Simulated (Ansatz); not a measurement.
Cartesian coordinates in Å:
```
C -1.405 0.094 -0.640
C -0.075 0.141 -0.522
Al 1.103 1.093 0.602
C 0.838 -0.805 0.176
F 0.300 -1.874 0.860
H -1.969 0.950 -0.996
H -1.975 -0.802 -0.398
H 1.552 2.373 1.404
H 1.633 -1.170 -0.485
```

Total charge 0; spin multiplicity 1.

(1) List the B3LYP/def2-TZVPP orbital energies in eV (the Gaussian-basis code of Ansatz). (Best estimate.)

## Answers

(1) Computed: Occupied: -1524.97, -670.97, -278.46, -276.88, -276.70, -112.97, -73.71, -73.54, -73.48, -32.24, -21.36, -18.55, -14.94, -13.44, -12.66, -12.44, -11.29, -10.77, -9.90, -8.25, -7.07, -6.25. Lowest empty: -1.99, -0.80, -0.63, 0.31, 1.79, 2.13, 2.48, 2.77.

B3LYP here is the variant with VWN-RPA as its local correlation; programs differ in this.
